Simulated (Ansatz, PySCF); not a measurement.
hexafluoroantimonate (F₆Sb), SMILES [F][Sb-]([F])([F])([F])([F])[F], charge -1. Atoms are numbered in the order given.

```xyz
7

F      0.0000    -1.9421     0.0000
Sb     0.0000     0.0000     0.0000
F      0.0000     0.0000    -1.9421
F      1.9421     0.0000     0.0000
F     -1.9421     0.0000     0.0000
F      0.0000     1.9421     0.0000
F      0.0000     0.0000     1.9421
```
Charge -1, spin multiplicity 1.

Coordinates come from a B3LYP-D3(BJ)/def2-SVPD optimisation. The def2 effective core potentials stand for the cores of Sb; spin–orbit coupling is left out.

Two levels are set side by side: PBE-D3(BJ)/def2-SVPD (Ansatz, a first-principles code) and B3LYP-D3(BJ)/def2-SVPD (Ansatz). Each level has its own optimised geometry; the coordinates shown are those of the second. Frequencies come from the Hessian of PySCF at each geometry. Differences are taken from unrounded values.

```csv
quantity,B3LYP-D3(BJ)
mean bond length (Å),1.942
bond F1–Sb2 (Å),1.942
bond Sb2–F3 (Å),1.942
bond Sb2–F4 (Å),1.942
bond Sb2–F5 (Å),1.942
bond Sb2–F6 (Å),1.942
bond Sb2–F7 (Å),1.942
highest harmonic wavenumber (cm⁻¹),623
mean harmonic wavenumber (cm⁻¹),372
zero-point energy (kcal/mol),7.97
```

Question: What does PBE-D3(BJ) give, and how far is it from B3LYP-D3(BJ)? (An estimate is asked for; the answer gives what the named calculation found.)

Answer: 
| quantity | PBE-D3(BJ) | PBE-D3(BJ) minus B3LYP-D3(BJ) |
|---|---|---|
| mean bond length (Å) | 1.963 | 0.021 |
| bond F1–Sb2 (Å) | 1.963 | 0.021 |
| bond Sb2–F3 (Å) | 1.963 | 0.021 |
| bond Sb2–F4 (Å) | 1.963 | 0.021 |
| bond Sb2–F5 (Å) | 1.963 | 0.021 |
| bond Sb2–F6 (Å) | 1.963 | 0.021 |
| bond Sb2–F7 (Å) | 1.963 | 0.021 |
| highest harmonic wavenumber (cm⁻¹) | 591 | -32 |
| mean harmonic wavenumber (cm⁻¹) | 351 | -20 |
| zero-point energy (kcal/mol) | 7.53 | -0.43 |

GGA bonds tend to be longer and softer than those of functionals with exact exchange. Differences between two approximate levels are no errors against the true value.
